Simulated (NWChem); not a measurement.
A series in which one site is exchanged, each optimised at PBE0/def2-SVP with NWChem, gas phase unless a solvent is named. Some are not confirmed as minima by frequencies. def2 effective core potentials on I; no spin-orbit coupling.

A: c1cc(F)oc1 (C$_{4}$H$_{3}$FO; site = H)
B: Fc1occc1Cl (C4H2ClFO; site = Cl)
C: Fc1ccoc1F (C4H2F2O; site = F)
D: o1c(c(cc1)I)F (C₄H₂FIO; site = I)

```csv
quantity,A,B,C,D
"dipole (D), PBE0/def2-SVP",1.50,1.92,1.99,?
"orbital gap (eV), PBE0/def2-SVP",7.07,6.83,6.85,?
"static polarisability, PBE/def2-SVPD (bohr³)",48.6,63.1,49.4,?
"lowest singlet excitation, PBE/def2-SVPD, TDA (eV)",5.90,5.41,5.64,?
```

### Question
Complete the blanks.

### Answer

- dipole (D), PBE0/def2-SVP, D: 1.67
- orbital gap (eV), PBE0/def2-SVP, D: 5.92
- static polarisability, PBE/def2-SVPD (bohr³), D: 84.1
- lowest singlet excitation, PBE/def2-SVPD, TDA (eV), D: 3.94
